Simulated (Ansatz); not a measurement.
Calculated with Ansatz (gas phase, PBE0-D4/def2-TZVP geometries, no zero-point term in ΔE). CBS: MP2 limit from def2 TZ/QZ plus the TZ coupled-cluster correction, frozen cores. DFT in def2-TZVPP. Elements past krypton have def2 core potentials. For Ge, Mo outer-core shells are correlated without core-valence functions, which leaves a few kJ/mol of doubt a bond. Scalar relativity is left out up to krypton. Each species was taken in one conformer, which may not be the lowest.

Consider the redistribution: `[CH3][Mo]([OH])(=[S])=[S]` + `[NH2][Ge]([NH2])([F])[F]` → `[NH2][Mo]([OH])(=[S])=[S]` + `[CH3][Ge]([NH2])([F])[F]`.

CCSD(T)/CBS gives -0.49 eV.

(1) Another level gave -0.50 eV. Which?
A. BHLYP-D4/def2-TZVPP
B. HF/def2-TZVPP
C. r2SCAN/def2-TZVPP
D. BLYP/def2-TZVPP

Largest T1 diagnostic among the species: 0.025, so the coupled-cluster value is less sure than usual.

Results:

(1) A. BHLYP-D4 -0.50, HF/def2-TZVPP -0.36, r2SCAN -0.59, BLYP -0.64 eV.

From r2SCAN to r2SCAN0 (25 % exact exchange), in def2-TZVPP and without D4, ΔE moves by +0.06 eV. Leaving LDA and LC-ωPBE aside and taking each functional with its dispersion term where it has one, the values, not all of them listed here, spread over 0.14 eV, from BLYP-D4 to BHLYP-D4.
